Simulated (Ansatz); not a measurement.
Two isomers of CH8AlClSi2: A = `C[Si]([AlH2])([SiH3])Cl`, B = `C[SiH2][SiH]([AlH2])Cl`.

Isolated molecules relaxed with PBE0-D4/def2-TZVP in Ansatz; ΔE leaves out vibrations. CCSD(T)/CBS adds triple-zeta CCSD(T) − MP2 to the extrapolated MP2 energy (def2 sets, frozen cores). DFT in def2-TZVPP. B3LYP here is the variant with VWN-RPA as its local correlation; programs differ in this. Each species was taken in one conformer, which may not be the lowest.

(1) Which is lower in electronic energy at CCSD(T)/CBS, and by how much? (Best estimate.)

(2) Give E(B) − E(A) in kJ/mol with PBE0-D4, PBE-D4, B3LYP-D4, CCSD(T)/def2-TZVPP, HF/def2-TZVPP, CCSD/def2-TZVPP, MP2/def2-TZVPP. (Best estimate.)

Largest T1 diagnostic: 0.012.

Answers

(1) The calculation gave: A, by 3.6 kJ/mol.

(2) Computed: PBE0-D4 3.9, PBE-D4 4.9, B3LYP-D4 5.0, CCSD(T)/def2-TZVPP 4.0, HF/def2-TZVPP 0.3, CCSD/def2-TZVPP 3.0, MP2/def2-TZVPP 5.2. None reverses the order clearly.

In def2-TZVPP, CCSD(T) changes the Hartree–Fock value by +3.7 kJ/mol (the triples alone add +1.0 kJ/mol) and MP2 by +4.9 kJ/mol.
